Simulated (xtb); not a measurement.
MoO2Cl2, SMILES [Mo]([Cl])([Cl])(=[O])=[O], multiplicity 1. All values are semi-empirical tight-binding results from xtb (GFN2-xTB unless named), good for trends rather than for accurate numbers. Geometry optimised at GFN2-xTB. The multiplicity is an assumed one; other spin states were not compared. The isomer is the one that the SMILES or the coordinates give; other isomers of the formula were not compared.

For metal compounds this method's bond lengths and energies can be far off.

```json
{
  "point_group_as_xtb_finds_it": "C2v",
  "orbital_gap": "3.51 eV",
  "zero_point_energy": "5.0 kcal/mol",
  "G − E(el) at 298.15 K (modified RRHO)": "-14.9 kcal/mol"
}
```
